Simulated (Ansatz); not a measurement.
Geometry optimisation, RKS PBE0-D4/def2-SVP in Ansatz.

Input file:

```yaml
crystal:
  periodic: [false, false, false]
  atoms:
    - { symbol: C, position_ang: [0.4294, 1.3307, 0.1468] }
    - { symbol: "N", position_ang: [-0.7004, 0.6907, -0.0378] }
    - { symbol: Si, position_ang: [-2.07074, 1.74439, -0.12699] }
    - { symbol: F, position_ang: [-2.05959, 2.656, 1.26187] }
    - { symbol: F, position_ang: [-1.77927, 2.79453, -1.32034] }
    - { symbol: H, position_ang: [0.312, 2.4904, 0.1996] }
    - { symbol: H, position_ang: [1.4281, 0.958, 0.23] }
    - { symbol: H, position_ang: [-3.27911, 1.04668, -0.33323] }
basis:
  gaussian: { orbitals: def2-SVP }
hamiltonian:
  xc: pbe0
  dispersion: d4
relax:
  f_tol: 0.015
  max_steps: 40
output:
  orbitals: {}
```

Run as:

```bash
$ ansatz run input.yaml --threads 1 --pin off --max-ram 2048MiB --backend cpu --events-out ev --progress --plain --runs-dir out
```

Task: Where does it end, and by what steps?

Result: It converged. After 22 steps the energy has fallen by 0.547 eV; H6 moved furthest, 0.98 Å.

```
step  energy less start (eV)  largest force component (eV/Å)  accepted
   0                  0.0000                           4.524       yes
   1                 -0.3459                           1.050       yes
   2                 -0.2320                           2.259        no
   3                 -0.4239                           0.570       yes
   4                 -0.4532                           0.283       yes
   5                 -0.4639                           0.176       yes
   6                 -0.4659                           0.070       yes
   7                 -0.4671                           0.169       yes
   8                 -0.4668                           0.744        no
   9                 -0.4729                           0.291       yes
  10                 -0.4819                           0.368       yes
  11                 -0.4969                           0.430       yes
  12                 -0.4676                           1.329        no
  13                 -0.5143                           0.268       yes
  14                 -0.5282                           0.175       yes
  15                 -0.5373                           0.251       yes
  16                 -0.5461                           0.056       yes
  17                 -0.5461                           0.068       yes
  18                 -0.5468                           0.091       yes
  19                 -0.5468                           0.049       yes
  20                 -0.5468                           0.062        no
  21                 -0.5470                           0.016       yes
  22                 -0.5471                           0.011       yes
```

```xyz
8
Properties=species:S:1:pos:R:3
C 0.506 1.352 0.226
N -0.538 1.121 -0.446
Si -2.079 1.861 -0.235
F -2.061 2.949 0.962
F -2.431 2.671 -1.579
H 0.566 2.083 1.058
H 1.445 0.812 0.002
H -3.128 0.862 0.031
```

Whether the end is a true minimum wasn't checked by a vibrational analysis.

Time of the run: 2.4 min on 1 thread of Arm Neoverse N1, on a shared host, peak memory 0.27 GiB.
